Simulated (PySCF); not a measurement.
CH8B3NO.
SMILES with atom numbers: `[BH2:1][NH:2][CH2:3][BH:4][O:5][BH2:6]` (hydrogens: H7, H8 on B1; H9 on N2; H10, H11 on C3; H12 on B4; H13, H14 on B6)

Computed, not measured: PBE0-D3(BJ)/def2-SVP geometry optimisation, gas phase (PySCF).

Task: List the bond lengths, angles and torsions at this level.

Result: 
```csv
bond,length (Å)
B1–N2,1.388
N2–C3,1.446
C3–B4,1.579
B4–O5,1.335
O5–B6,1.335
"B1–H7, B1–H8",1.210
N2–H9,1.015
"C3–H10, C3–H11",1.107
B4–H12,1.211
"B6–H13, B6–H14",1.210
```

Bonds in one row agree within 0.01 Å and their mean is given. A selection of angles:
```csv
angle,degrees
N2–B1–H7,118.8
H7–B1–H8,122.2
B1–N2–C3,127.7
B1–N2–H9,118.5
C3–N2–H9,113.7
N2–C3–B4,115.9
N2–C3–H10,111.6
N2–C3–H11,108.8
B4–C3–H10,108.9
B4–C3–H11,106.5
H10–C3–H11,104.3
C3–B4–O5,119.7
C3–B4–H12,121.8
O5–B4–H12,118.5
B4–O5–B6,168.9
O5–B6–H13,118.4
O5–B6–H14,118.8
H13–B6–H14,122.8
```

Torsions: B1–N2–C3–B4 113° (anticlinal); N2–C3–B4–O5 -5° (synperiplanar). The mirror-image conformer, all signs reversed, is as good.

B4 (three-coordinate boron) is planar (angles 121.8°, 119.7° and 118.5°, sum 360.0°, 0.00 Å off the plane of its three neighbours). O5 (boron-bound oxygen) is bent (angle 168.9°). B6 (three-coordinate boron) is planar (angles 122.8°, 118.8° and 118.4°, sum 360.0°, 0.01 Å off the plane of its three neighbours). B1 (three-coordinate boron) is planar (angles 122.2°, 119.0° and 118.8°, sum 360.0°, 0.00 Å off the plane of its three neighbours). N2 (boron-bound nitrogen) is planar (angles 127.7°, 118.5° and 113.7°, sum 359.9°, 0.02 Å off the plane of its three neighbours). Of the pairs four or more bonds apart, H8···H11 is among the closest relative to their van der Waals radii: 2.47 Å, 103 % of the sum of Bondi's values.

Point group: C1 (no symmetry element, even within 0.4 Å). No PBE0-D3(BJ)/def2-SVP frequencies stand behind this structure, so it isn't proved a minimum. One conformer, not necessarily the lowest.
